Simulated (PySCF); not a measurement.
## How methods differ on the excitation energy of Mg

Mg [Ne] 3s2 (1S) → Mg [Ne] 3p2 (3P), as a difference of total energies. Computed with PySCF 2.14 in aug-cc-pVQZ with one added diffuse shell each of s, p, d, f, g type (8s7p5d4f3g, 109 functions), with no relativity, point nucleus. Correlated levels: valence: [Ne] frozen. The calculations carry no spin-orbit coupling.

**Question.** Order these methods by the excitation energy they give, lowest first.
A. LDA
B. BP86
C. SCS-MP2 (valence)
D. MP2 (valence)

**Answer.** B (51021 cm⁻¹), A (52658 cm⁻¹), D (54796 cm⁻¹), C (56631 cm⁻¹).

Errors of the correlated levels include the incompleteness of this basis and the frozen core.

For comparison: 57854 cm⁻¹ (measured; NIST levels, between the centres of gravity of the two terms).
